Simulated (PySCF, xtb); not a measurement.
VOCl2, SMILES [Cl][V+]([Cl])=[O], charge +1, multiplicity 1.

Harmonic wavenumbers (cm⁻¹) from GFN2-xTB (xtb) at its own minimum, in rising order: 176, 239, 250, 424, 463, 1013.

**Question.** What does PBE-D3(BJ)/def2-SVP (PySCF) give at its own minimum? (Estimate from the structure and the level; the computed values follow.)

**Answer.** 139, 229, 276, 464, 532, 1139. Paired by order, the mean absolute difference is 51 cm⁻¹ and the zero-point energies are 3.7 and 4.0 kcal/mol.
